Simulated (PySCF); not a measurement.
## Core-level binding energies of `CB(N)P`

Compound: CH7BNP.
Geometry (PBE0-D3(BJ)/def2-SVP, Å), atoms numbered from 1 in this order:
```xyz
11
CH7BNP angstrom
C     -0.1479    1.3908    0.4915
B      0.0375   -0.1552    0.2322
N     -1.0202   -0.9400   -0.2320
P      1.7192   -1.0043    0.7048
H      0.4924    1.9724   -0.1930
H     -1.1861    1.7339    0.3543
H      0.1690    1.6640    1.5114
H     -1.9421   -0.5572   -0.4039
H     -0.9518   -1.9306   -0.4238
H      2.5750   -0.0921    0.0201
H      1.7552   -1.9998   -0.3185
```

Level of theory: PySCF, delta-SCF UKS SCAN, pcX-2 on the ionised atom, pcseg-1 elsewhere, spin-free X2C. Each binding energy is the total energy of the core-ionised species, with the hole localised on one atom, minus that of the ground state; both are solved self-consistently, so orbital relaxation is included.

Task: Give the core binding energies atom by atom.

Result: 
```csv
atom(s),bonded to,level,binding energy (eV),2p1/2 (eV),count
C1,3 H and B,C 1s,290.02,–,1
B2,"N, C and P",B 1s,195.48,–,1
N3,2 H and B,N 1s,405.18,–,1
P4,2 H and B,P 2p3/2,135.83,136.73,1
P4,2 H and B,P 1s,2149.37,–,1
```

Task: Which effective nuclear charge Zeff reproduces each element's mean 1s value in the hydrogen-like formula E = 13.606 eV × Zeff²?

Result: B (Z = 5): mean 195.5 eV, Zeff = 3.79, Z − Zeff = 1.21; C (Z = 6): mean 290.0 eV, Zeff = 4.62, Z − Zeff = 1.38; N (Z = 7): mean 405.2 eV, Zeff = 5.46, Z − Zeff = 1.54; P (Z = 15): mean 2149.4 eV, Zeff = 12.57, Z − Zeff = 2.43. Means run over the listed sites, weighted by atom count.

Task: What is the longest wavelength that can ionise P 1s of P4 vertically?

Result: λ = hc/E = 12398.42 eV Å / 2149.37 eV = 5.768 Å.

Spin–orbit and ligand-field terms were added within each 2p shell after the spin-free SCF. 2p1/2 minus 2p3/2 (ligand field included): P 0.89 eV. The structure is a single PBE0-D3(BJ)/def2-SVP conformer in the gas phase; no vibrational or solvent corrections.
